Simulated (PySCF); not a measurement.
Identify the unknown among the candidates.

All candidates are C7H4Cl2O.

| technique | computed result |
| --- | --- |
| NMR, other nuclei | isotropic shieldings of nuclei other than C and H, by class: -234 (1 O), 541 (1 Cl), 702 (1 Cl) ppm [GIAO PBE0/pcSseg-1] |
| Rotational structure | rotational constants A, B, C: 1.666, 0.618, 0.451 GHz [GFN2-xTB] |
| Triplet | lowest triplet excitation (Tamm–Dancoff): 3.46 eV [TDA PBE0/def2-SVPD] |
| UV, strongest line | among the 8 lowest singlet transitions: S7 at 6.14 eV (202 nm, f = 0.395) [TDDFT PBE0/def2-SVPD] |
| 1H NMR | chemical shifts (computed TMS as zero) by class: 8.70 (1 H), 8.32 (1 H), 7.89 (1 H), 7.74 (1 H) ppm [GIAO PBE0/pcSseg-1] |
| 13C NMR | chemical shifts (computed TMS as zero) by class: 176.2 (1 C), 146.9 (1 C), 142.5 (1 C), 141.4 (1 C), 137.8 (1 C), 135.5 (1 C), 135.1 (1 C) ppm [GIAO PBE0/pcSseg-1] |
| Polarisability | 112.5 au [PBE0/def2-SVPD] |

Electronic properties: PySCF, gas phase, density fitting. Levels stand in brackets. Isolated species at its GFN2-xTB geometry (one conformer only). NMR values are class means; diastereotopic atoms form classes of their own.

Question: Which candidate is it?
A. `O=C(Cl)c1ccc(Cl)cc1` (4-chlorobenzoyl chloride)
B. `O=C(Cl)c1cccc(Cl)c1` (3-chlorobenzoyl chloride)
C. `O=C(Cl)c1ccccc1Cl` (2-chlorobenzoyl chloride)

Answer: B. It is `O=C(Cl)c1cccc(Cl)c1`. Numbering: `[O:1]=[C:2]([Cl:3])[c:4]1[cH:5][cH:6][cH:7][c:8]([Cl:9])[cH:10]1`. Its formula, C7H4Cl2O, gives 5 degrees of unsaturation: 1 ring and 4 π bonds in the structure found (Kekulé form). 7 carbons fall into 7 classes; from least to most shielded: acyl halide carbon [C2] (176.2 ppm), aromatic C–Cl carbon [C8] (146.9 ppm), aromatic CH carbon [C7] (142.5 ppm), aromatic CH carbon [C10] (141.4 ppm), substituted aromatic carbon [C4] (137.8 ppm), aromatic CH carbon [C5] (135.5 ppm), aromatic CH carbon [C6] (135.1 ppm). Hydrogen classes from least to most shielded: 1 H on an aromatic CH carbon, C10 (8.70 ppm), 1 H on an aromatic CH carbon, C5 (8.32 ppm), 1 H on an aromatic CH carbon, C7 (7.89 ppm), 1 H on an aromatic CH carbon, C6 (7.74 ppm). The other shieldings belong to: -234 ppm, carbonyl oxygen [O1]; 541 ppm, chlorine bonded to C [Cl3]; 702 ppm, aryl chlorine [Cl9]. The optimised geometry has point group Cs and is an asymmetric top.

The others, at the same levels:
- `O=C(Cl)c1ccc(Cl)cc1` fails: it has 5 carbon classes against 7; its computed 13C shifts are 175.7 (1 C), 155.4 (1 C), 140.5 (2 C), 135.2 (2 C), 134.2 (1 C) ppm, 1H shifts are 8.56 (2 H), 7.73 (2 H) ppm and rotational constant A is 3.057 GHz (against 1.666 GHz).
- `O=C(Cl)c1ccccc1Cl` fails: its computed 13C shifts are 172.2 (1 C), 152.0 (1 C), 144.4 (1 C), 141.3 (1 C), 138.0 (1 C), 132.0 (1 C), 131.7 (1 C) ppm, 1H shifts are 9.00 (1 H), 7.83 (1 H), 7.76 (1 H), 7.64 (1 H) ppm and rotational constant A is 1.350 GHz (against 1.666 GHz).

Each candidate is one conformer, not necessarily the lowest. The conformers computed, where there is a choice (atom-mapped SMILES and torsion angles):
- `[O:1]=[C:2]([Cl:3])[c:4]1[cH:5][cH:6][cH:7][c:8]([Cl:9])[cH:10]1`: O1–C2–C4–C5 0°
- `[O:1]=[C:2]([Cl:3])[c:4]1[cH:5][cH:6][c:7]([Cl:8])[cH:9][cH:10]1`: O1–C2–C4–C5 180°
- `[O:1]=[C:2]([Cl:3])[c:4]1[cH:5][cH:6][cH:7][cH:8][c:9]1[Cl:10]`: O1–C2–C4–C5 180°
